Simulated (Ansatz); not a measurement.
One geometry of `CN(C)BO`, several functionals.

```yaml
crystal:
  periodic: [false, false, false]
  atoms:
    - {symbol: C, position_ang: [-1.406000, -0.076951, -0.058905]}
    - {symbol: N, position_ang: [0.031332, -0.104854, 0.052695]}
    - {symbol: C, position_ang: [0.556413, -1.295090, 0.667194]}
    - {symbol: B, position_ang: [0.851331, 0.934881, -0.396536]}
    - {symbol: O, position_ang: [0.282774, 2.044904, -0.974749]}
    - {symbol: H, position_ang: [-1.878198, -0.145171, 0.928926]}
    - {symbol: H, position_ang: [-1.724269, 0.849827, -0.533084]}
    - {symbol: H, position_ang: [-1.769846, -0.920311, -0.658715]}
    - {symbol: H, position_ang: [0.170781, -1.419954, 1.687063]}
    - {symbol: H, position_ang: [1.643953, -1.240745, 0.715305]}
    - {symbol: H, position_ang: [0.279598, -2.192019, 0.098570]}
    - {symbol: H, position_ang: [2.043534, 0.842927, -0.270439]}
    - {symbol: H, position_ang: [0.938898, 2.687854, -1.242426]}
basis:
  gaussian: {orbitals: def2-TZVPP}
hamiltonian: {xc: {name: LC-wPBE}}
output: {orbitals: {seedname: orbitals}}
```

```sh
$ ansatz run in.yaml --threads 4 --pin off --events-out ev --progress --plain --max-ram 10444MiB
```

Shortened log:

```
Functional definition: LC-wPBE
1307 factors; their error is unknown
444 factors; integrals over basis functions are off by at most 2.5e-5 eV
mean field evaluation 1: about -6412.3348 eV, gradient 5.9e1 eV
mean field evaluation 2: about -6413.5233 eV, gradient 5.7e1 eV
mean field evaluation 4: about -6418.7774 eV, gradient 2.0e0 eV
mean field evaluation 8: about -6418.7917 eV, gradient 4.3e-2 eV
mean field evaluation 16: about -6418.7658 eV, gradient 9.4e-5 eV
mean field -6418.76579976 eV, -235.8852923454 hartree, gradient 3.1e-5 eV, S^2 0.000000; 0 other end points of the search recorded, 0 dependent functions left out
reference -6418.76579977 eV, -235.8852923457 hartree; 20, 20 occupied and 247, 247 virtual orbitals, 1307 factors
Total energy: -6418.76579977 eV, -235.8852923457 hartree
```

It took 2.3 s on 4 threads of an Arm Neoverse V2 on a shared host, with 0.49 GiB of host memory at the peak.

The same input with `hamiltonian: {xc: {name: wB97M-V}}` and forces (abridged; 10 s):

```
Functional definition: wB97M-V
mean field evaluation 16: about -6419.8018 eV, gradient 1.2e-4 eV
mean field -6419.80177229 eV, -235.9233636338 hartree, gradient 5.1e-5 eV, S^2 0.000000
Total energy: -6419.80182524 eV, -235.9233655795 hartree
Atom 0 force    -0.311944     0.004538    -0.023351 eV/Å
Atom 1 force     0.116844     0.146911    -0.063598 eV/Å
Atom 2 force     0.106607    -0.275210     0.141144 eV/Å
Atom 3 force     0.215007    -0.109025     0.067599 eV/Å
Atom 4 force    -0.019397     0.165017    -0.081525 eV/Å
Atom 5 force     0.040645     0.006777    -0.076644 eV/Å
Atom 6 force     0.014717    -0.075345     0.037974 eV/Å
Atom 7 force     0.032432     0.066828     0.045423 eV/Å
Atom 8 force     0.030345     0.013532    -0.083687 eV/Å
Atom 9 force    -0.083834    -0.015231     0.001585 eV/Å
Atom 10 force     0.021644     0.075593     0.044139 eV/Å
Atom 11 force    -0.121960     0.017962    -0.017048 eV/Å
Atom 12 force    -0.041106    -0.022347     0.007990 eV/Å
Dipole moment:     0.071081    -0.058796     0.033443 e Å
```

Changing it to `hamiltonian: {xc: {name: PBE-QIDH}}` (abridged; 5.5 s):

```
Functional definition: PBE-QIDH
mean field evaluation 16: about -6405.0380 eV, gradient 7.0e-5 eV
mean field -6405.03795828 eV, -235.3808034760 hartree, gradient 2.0e-6 eV, S^2 0.000000
5 core orbitals not correlated: weight in the atoms' cores, before any rotation towards them, 1.000 or more for the frozen orbitals, at most 0.000 for the correlated occupied ones
second order -27.64750205 eV of doubles, -0.00000000 eV of singles
Total energy: -6414.25380596 eV, -235.7194796317 hartree
```

With the line `hamiltonian: {xc: {name: CAM-B3LYP}, dispersion: d4}` (abridged; 2.8 s):

```
Functional definition: CAM-B3LYP
mean field evaluation 16: about -6419.7544 eV, gradient 7.3e-5 eV
mean field -6419.75441216 eV, -235.9216231812 hartree, gradient 7.3e-5 eV, S^2 0.000000
Total energy: -6419.93858844 eV, -235.9283915346 hartree
```

Changing it to `hamiltonian: {xc: pbe0, dispersion: d4}` (abridged; 2.3 s):

```
Functional definition: PBE0
mean field evaluation 16: about -6415.0740 eV, gradient 4.5e-5 eV
mean field -6415.07398926 eV, -235.7496208118 hartree, gradient 4.5e-5 eV, S^2 0.000000
Total energy: -6415.25936231 eV, -235.7564331459 hartree
```

The same input with `hamiltonian: {xc: pbe, dispersion: d4}` and forces (abridged; 2.2 s):

```
Functional definition: PBE
mean field evaluation 16: about -6414.3541 eV, gradient 1.5e-3 eV
mean field -6414.35410902 eV, -235.7231657009 hartree, gradient 3.1e-5 eV, S^2 0.000000
Total energy: -6414.57603553 eV, -235.7313213501 hartree
Atom 0 force    -0.119585     0.004291    -0.010267 eV/Å
Atom 1 force    -0.000050    -0.012678     0.005978 eV/Å
Atom 2 force     0.052895    -0.091311     0.048108 eV/Å
Atom 3 force     0.347677    -0.048258     0.047117 eV/Å
Atom 4 force    -0.522800     0.109429    -0.088840 eV/Å
Atom 5 force    -0.112226    -0.019595     0.201142 eV/Å
Atom 6 force    -0.074961     0.190998    -0.098119 eV/Å
Atom 7 force    -0.090197    -0.175806    -0.119778 eV/Å
Atom 8 force    -0.080258    -0.040721     0.216858 eV/Å
Atom 9 force     0.221261     0.007929     0.011234 eV/Å
Atom 10 force    -0.057900    -0.199366    -0.109436 eV/Å
Atom 11 force     0.128036    -0.022788     0.019819 eV/Å
Atom 12 force     0.308109     0.297877    -0.123818 eV/Å
Dipole moment:     0.045545    -0.060649     0.032599 e Å
```
